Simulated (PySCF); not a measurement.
H$_{3}$B, triplet, geometry from GFN2-xTB (a higher spin typed on purpose: for a closed-shell molecule this is an excited state); DF-PBE0/d-aug-cc-pVTZ (PySCF).

PySCF was given this input:
```python
from pyscf import gto, scf, dft
import numpy

mol = gto.Mole()
mol.atom = '''
    B     0.01341086    0.14932676    0.04706255
    H    -1.04990262   -0.38191496   -0.18922688
    H     0.22889948   -0.79909918    0.77006940
    H     0.75394883    0.43438036   -0.81615528
'''
mol.basis = 'd-aug-cc-pvtz'
mol.spin = 2
mol.verbose = 4
mol.build()
print('smallest overlap eigenvalue', numpy.linalg.eigvalsh(mol.intor('int1e_ovlp'))[0])

mf = dft.UKS(mol)
mf.xc = 'pbe0'
mf = mf.density_fit(auxbasis='def2-universal-jkfit')
mf = scf.addons.remove_linear_dep_(mf, threshold=1e-4, lindep=1e-4)
mf.kernel()
```

### Question
Write the output that PySCF gives for this input, abridged.

### Answer

```
PySCF version 2.14.0

[INPUT] verbose = 4
[INPUT] num. atoms = 4
[INPUT] num. electrons = 8
[INPUT] charge = 0
[INPUT] spin (= nelec alpha-beta = 2S) = 2
[INPUT] symmetry False subgroup None
[INPUT] Mole.unit = angstrom
[INPUT] Symbol           X                Y                Z      unit          X                Y                Z       unit  Magmom
[INPUT]  1 B      0.013410860000   0.149326760000   0.047062550000 AA    0.025342852495   0.282186679469   0.088935330224 Bohr   0.0
[INPUT]  2 H     -1.049902620000  -0.381914960000  -0.189226880000 AA   -1.984028409263  -0.721714677274  -0.357586978606 Bohr   0.0
[INPUT]  3 H      0.228899480000  -0.799099180000   0.770069400000 AA    0.432557327255  -1.510078596565   1.455220262908 Bohr   0.0
[INPUT]  4 H      0.753948830000   0.434380360000  -0.816155280000 AA    1.424756800636   0.820859914290  -1.542309954318 Bohr   0.0

nuclear repulsion = 7.45301116607966
number of shells = 39
number of NR pGTOs = 176
number of NR cGTOs = 158
basis = d-aug-cc-pvtz
ecp = {}
input.py:20: DeprecationWarning: remove_linear_dep_ is deprecated and will be removed in a future release. Linear dependency handling is now built into the SCF procedure by default. Linear dependency removal can be controlled using the following settings:
  pyscf.scf.hf.remove_overlap_zero_eigenvalue = True
  pyscf.scf.hf.overlap_zero_eigenvalue_threshold = 1e-6

  mf = scf.addons.remove_linear_dep_(mf, threshold=1e-4, lindep=1e-4)
smallest overlap eigenvalue 1.2377665451401861e-05
Applying remove_linear_dep_ on SCF object.
Using canonical orthogonalization with threshold 0.0001

******** <class 'pyscf.df.df_jk.DFUKS'> ********
method = DFUKS
initial guess = minao
damping factor = 0
level_shift factor = 0
DIIS = <class 'pyscf.scf.diis.CDIIS'>
diis_start_cycle = 1
diis_space = 8
diis_damp = 0
SCF conv_tol = 1e-09
SCF conv_tol_grad = None
SCF max_cycles = 50
direct_scf = False
number electrons alpha = 5  beta = 3
XC library pyscf.dft.libxc version 7.1.2
    S. Lehtola, C. Steigemann, M. J. T. Oliveira, and M. A. L. Marques,  SoftwareX 7, 1–5 (2018)
XC functionals = pbe0
    C. Adamo and V. Barone,  J. Chem. Phys. 110, 6158 (1999)
    M. Ernzerhof and G. E. Scuseria,  J. Chem. Phys. 110, 5029 (1999)
radial grids:
    Treutler-Ahlrichs [JCP 102, 346 (1995); DOI:10.1063/1.469408] (M4) radial grids

becke partition: Becke, JCP 88, 2547 (1988); DOI:10.1063/1.454033
pruning grids: <function nwchem_prune>
grids dens level: 3
symmetrized grids: False
atomic radii adjust function: <function treutler_atomic_radii_adjust>
small_rho_cutoff = 0
Set gradient conv threshold to 3.16228e-05
tot grids = 43472
******** <class 'pyscf.df.df.DF'> ********
auxbasis = def2-universal-jkfit
init E= -26.3288910766421

cycle= 1 E= -26.4057054051119  delta_E= -0.0768  |g|= 0.11  |ddm|= 2.65

cycle= 2 E= -26.4153560210274  delta_E= -0.00965  |g|= 0.047  |ddm|= 0.405

cycle= 3 E= -26.4170662632666  delta_E= -0.00171  |g|= 0.0117  |ddm|= 0.148

cycle= 4 E= -26.4171873227947  delta_E= -0.000121  |g|= 0.00328  |ddm|= 0.0384

cycle= 5 E= -26.4171974540746  delta_E= -1.01e-05  |g|= 0.000591  |ddm|= 0.0105

cycle= 6 E= -26.4171979793263  delta_E= -5.25e-07  |g|= 0.000181  |ddm|= 0.00237

cycle= 7 E= -26.4171980162056  delta_E= -3.69e-08  |g|= 9.53e-05  |ddm|= 0.000858

cycle= 8 E= -26.4171980162903  delta_E= -8.47e-11  |g|= 9.53e-05  |ddm|= 1.5e-05

cycle= 9 E= -26.4171980157151  delta_E= 5.75e-10  |g|= 9.69e-05  |ddm|= 9.92e-05

cycle= 10 E= -26.4171980153134  delta_E= 4.02e-10  |g|= 0.000103  |ddm|= 0.000132

cycle= 11 E= -26.4171980152565  delta_E= 5.69e-11  |g|= 0.000101  |ddm|= 5.27e-05

cycle= 12 E= -26.41719801456  delta_E= 6.97e-10  |g|= 8.08e-05  |ddm|= 0.000319

cycle= 13 E= -26.4171980148723  delta_E= -3.12e-10  |g|= 7.38e-05  |ddm|= 0.000259

cycle= 14 E= -26.4171980153908  delta_E= -5.19e-10  |g|= 6.74e-05  |ddm|= 6.47e-05

cycle= 15 E= -26.4171980106522  delta_E= 4.74e-09  |g|= 8.94e-05  |ddm|= 0.000182

cycle= 16 E= -26.4171980118201  delta_E= -1.17e-09  |g|= 9.12e-05  |ddm|= 0.000141

cycle= 17 E= -26.4171980123465  delta_E= -5.26e-10  |g|= 8.67e-05  |ddm|= 4.25e-05

cycle= 18 E= -26.4171980141961  delta_E= -1.85e-09  |g|= 8.51e-05  |ddm|= 6.99e-05

cycle= 19 E= -26.4171980101442  delta_E= 4.05e-09  |g|= 9.84e-05  |ddm|= 0.000156

cycle= 20 E= -26.417198017413  delta_E= -7.27e-09  |g|= 7.68e-05  |ddm|= 0.000288

cycle= 21 E= -26.417198018036  delta_E= -6.23e-10  |g|= 6.84e-05  |ddm|= 0.000226

cycle= 22 E= -26.41719802046  delta_E= -2.42e-09  |g|= 5.28e-05  |ddm|= 0.000189

cycle= 23 E= -26.4171980137979  delta_E= 6.66e-09  |g|= 7.87e-05  |ddm|= 0.000652

cycle= 24 E= -26.4171980125429  delta_E= 1.26e-09  |g|= 8.92e-05  |ddm|= 0.00108

cycle= 25 E= -26.4171980153691  delta_E= -2.83e-09  |g|= 9.34e-05  |ddm|= 0.000488

cycle= 26 E= -26.41719801539  delta_E= -2.09e-11  |g|= 9.1e-05  |ddm|= 0.000162

cycle= 27 E= -26.4171980154841  delta_E= -9.4e-11  |g|= 9.07e-05  |ddm|= 3.21e-05

cycle= 28 E= -26.4171980139406  delta_E= 1.54e-09  |g|= 9.26e-05  |ddm|= 0.000208

cycle= 29 E= -26.4171980138816  delta_E= 5.9e-11  |g|= 9.86e-05  |ddm|= 0.000536

cycle= 30 E= -26.4171980125601  delta_E= 1.32e-09  |g|= 0.000102  |ddm|= 8.26e-05

cycle= 31 E= -26.4171980140158  delta_E= -1.46e-09  |g|= 8.05e-05  |ddm|= 0.000887

cycle= 32 E= -26.4171980089291  delta_E= 5.09e-09  |g|= 0.000103  |ddm|= 0.00017

cycle= 33 E= -26.4171980136799  delta_E= -4.75e-09  |g|= 0.000103  |ddm|= 0.000366

cycle= 34 E= -26.4171980118134  delta_E= 1.87e-09  |g|= 0.000109  |ddm|= 0.000131

cycle= 35 E= -26.4171980121305  delta_E= -3.17e-10  |g|= 0.000109  |ddm|= 5.12e-05

cycle= 36 E= -26.4171980110276  delta_E= 1.1e-09  |g|= 0.000109  |ddm|= 8.96e-05

cycle= 37 E= -26.4171980077298  delta_E= 3.3e-09  |g|= 0.000115  |ddm|= 0.000231

cycle= 38 E= -26.4171980155132  delta_E= -7.78e-09  |g|= 9.94e-05  |ddm|= 0.000669

cycle= 39 E= -26.4171980167754  delta_E= -1.26e-09  |g|= 8.15e-05  |ddm|= 0.000256

cycle= 40 E= -26.4171980101349  delta_E= 6.64e-09  |g|= 8.38e-05  |ddm|= 0.000958

cycle= 41 E= -26.417198019864  delta_E= -9.73e-09  |g|= 5.78e-05  |ddm|= 0.0006

cycle= 42 E= -26.4171980082024  delta_E= 1.17e-08  |g|= 9.72e-05  |ddm|= 0.000803

cycle= 43 E= -26.4171980152071  delta_E= -7e-09  |g|= 9.82e-05  |ddm|= 0.000553

cycle= 44 E= -26.4171980140569  delta_E= 1.15e-09  |g|= 9.73e-05  |ddm|= 0.000122

cycle= 45 E= -26.4171980122944  delta_E= 1.76e-09  |g|= 0.000105  |ddm|= 0.000203

cycle= 46 E= -26.4171980160929  delta_E= -3.8e-09  |g|= 8.49e-05  |ddm|= 0.000415

cycle= 47 E= -26.4171980146228  delta_E= 1.47e-09  |g|= 8.51e-05  |ddm|= 0.000398

cycle= 48 E= -26.4171980159168  delta_E= -1.29e-09  |g|= 7.46e-05  |ddm|= 0.000294

cycle= 49 E= -26.4171980034528  delta_E= 1.25e-08  |g|= 0.000111  |ddm|= 0.000697

cycle= 50 E= -26.4171980148085  delta_E= -1.14e-08  |g|= 7.01e-05  |ddm|= 0.000668
SCF not converged.
SCF energy = -26.4171980148085 after 50 cycles  <S^2> = 2.0056169  2S+1 = 3.0037422
```

Convergence was not reached.
